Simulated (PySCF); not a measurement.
HgI2, charge -1, multiplicity 2. Atoms are numbered in the order given.

```xyz
3

Hg     0.0000     0.0000     0.0000
I      0.0000     0.0000     3.0625
I      0.0000     0.0000    -3.0625
```
Charge -1, spin multiplicity 2.

The structure is a stationary point at B3LYP-D3(BJ)/def2-SVPD. The multiplicity is an assumed one; other spin states were not compared. The isomer is the one that the SMILES or the coordinates give; other isomers of the formula were not compared. The def2 effective core potentials stand for the cores of Hg, I; spin–orbit coupling is left out.

Computed with C-PCM-PBE0/def2-SVPD (PySCF).

The values are the electrostatic part of the solvation free energy, E(continuum) − E(gas) at the gas-phase geometry, in a cavity of scaled van der Waals radii (PySCF's table); cavitation and dispersion terms are not included. A continuum can't describe solvent molecules that bind to the metal.

```json
[
 {"solvent": "water", "ε": "78.36", "ΔG(elec) (kcal/mol)": "-45.1"},
 {"solvent": "1-octanol", "ε": "9.86", "ΔG(elec) (kcal/mol)": "-40.9"},
 {"solvent": "diethylether", "ε": "4.24", "ΔG(elec) (kcal/mol)": "-34.6"}
]
```
